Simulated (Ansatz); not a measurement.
## Pulling the pair apart

The pair of Cl⁻ (SMILES [Cl-], atom 1) and SiH3F (SMILES [SiH3]F, atoms 2–6), both closed shells, in one local arrangement (a lower one may exist), relaxed at PBE0-D4/def2-TZVPD:

Cl1  (0.042, 0.251, -2.248)
Si2  (-0.004, -0.022, 0.197)
F3  (-0.036, -0.210, 1.879)
H4  (1.171, 0.889, 0.179)
H5  (-1.369, 0.557, 0.094)
H6  (0.195, -1.465, -0.102)
(Å)

SiH3F is shifted rigidly along the line between the mean atom positions of the two fragments (negative: closer). Counterpoise interaction energies in kcal/mol. Computed with Ansatz 0.2.0 (basis: def2-TZVPPD); correlated methods freeze the cores. B3LYP uses VWN-RPA correlation.

```
shift (Å)      HF  B3LYP-D4     MP2
    -0.25  -18.80    -26.34  -27.45
    -0.12  -23.66    -30.53  -31.32
     0.00  -25.87    -32.16  -32.57
     0.12  -26.46    -32.18  -32.22
     0.30  -25.74    -30.66  -30.28
     0.61  -22.44    -26.04  -25.14
     1.23  -15.81    -17.47  -16.55
     2.46   -8.31     -8.46   -8.10
```

(1) What does CCSD(T) give at these shifts? (To be estimated.)

No T1 diagnostic of these runs exceeds 0.012.

## Answers

(1) By the calculation: -26.27, -30.36, -31.80, -31.62, -29.86, -24.93, -16.46, -8.00 kcal/mol. For zero shift, CCSD(T) at an estimated basis limit (MP2 extrapolated from triple and quadruple zeta, plus CCSD(T) − MP2 in triple zeta) gives -33.84 kcal/mol. These are counterpoise interaction energies, counted from the two frozen fragments.

For scale, one of the runs: CCSD(T)/def2-TZVPPD, 190 basis functions, launched by `ansatz run in.yaml --threads 2 --pin off --events-out ev --progress --plain --max-ram 5222MiB`. Time: 46 s of wall clock on 2 CPU threads of an Arm Neoverse V2; the host was shared. Peak host memory: 1.9 GiB.
